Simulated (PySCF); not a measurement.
Compound: C4H9FGe.
Atom-mapped SMILES: `[CH3:1][Ge@H:2]1[CH2:3][C@@H:4]([F:5])[CH2:6]1` (hydrogens: H7, H8, H9 on C1; H10 on Ge2; H11, H12 on C3; H13 on C4; H14, H15 on C6)

Computed with PySCF at B3LYP/def2-SVPD, non-relativistic, on one gas-phase PBE0-D3(BJ)/def2-SVP geometry that isn't relaxed in the solvent. The solvent is an IEF-PCM continuum (van der Waals radii × 1.2). Specific hydrogen bonds and non-electrostatic terms are outside this model. Spin–orbit coupling is left out although an atom past zinc is present.

Gas phase at B3LYP/def2-SVPD: HOMO -7.62 eV, LUMO 0.29 eV, dipole 1.40 D.

Q: What does the continuum do to the energy, the frontier levels and the dipole at B3LYP/def2-SVPD in chloroform and dimethylsulfoxide?

A: 
| solvent | ε | E(solvent) − E(gas) (kcal/mol) | polarisation term (kcal/mol) | distortion of the solute (kcal/mol) | HOMO (eV) | LUMO (eV) | dipole (D) |
| --- | --- | --- | --- | --- | --- | --- | --- |
| chloroform | 4.711 | -1.81 | -1.99 | 0.18 | -7.50 | 0.44 | 1.72 |
| dimethylsulfoxide | 46.83 | -2.52 | -2.90 | 0.38 | -7.47 | 0.48 | 1.88 |

Polarisation term: ½ Σ q·V over the induced surface charges. Distortion: the rise of the solute's own energy as its density leaves the gas-phase optimum. From chloroform to dimethylsulfoxide the lowering changes by a factor 1.39, Onsager's factor (ε − 1)/(2ε + 1) by 1.36 and ε itself by 9.9.

Q: Which radius a makes the point-dipole formula ΔE = −[(ε − 1)/(2ε + 1)]·μ²/a³ give the value in dimethylsulfoxide, with the gas-phase dipole?

A: μ = 0.552 au and |ΔE| = 0.00401 Eh give a = 1.76 Å; the farthest nucleus lies 2.93 Å from the centroid of the nuclei, so such a sphere wouldn't even hold the nuclei. The formula assumes a rigid point dipole at the centre of a sphere.

Q: How does the static polarisability (B3LYP/def2-SVPD, frozen core, with the continuum's full static response) change?

A: 
| medium | isotropic (au) | principal values (au) | ⟨r²⟩ of the electrons (bohr²) |
| --- | --- | --- | --- |
| gas | 78.9 | 71.8, 74.7, 90.1 | 810.1 |
| chloroform | 98.6 | 89.7, 94.2, 111.9 | 810.0 |
| dimethylsulfoxide | 108.4 | 99.0, 104.3, 121.8 | 810.0 |

The isotropic value in dimethylsulfoxide is 1.37 times the gas-phase one; no cavity-field correction is applied. ⟨r²⟩ is taken about the centre of nuclear charge.
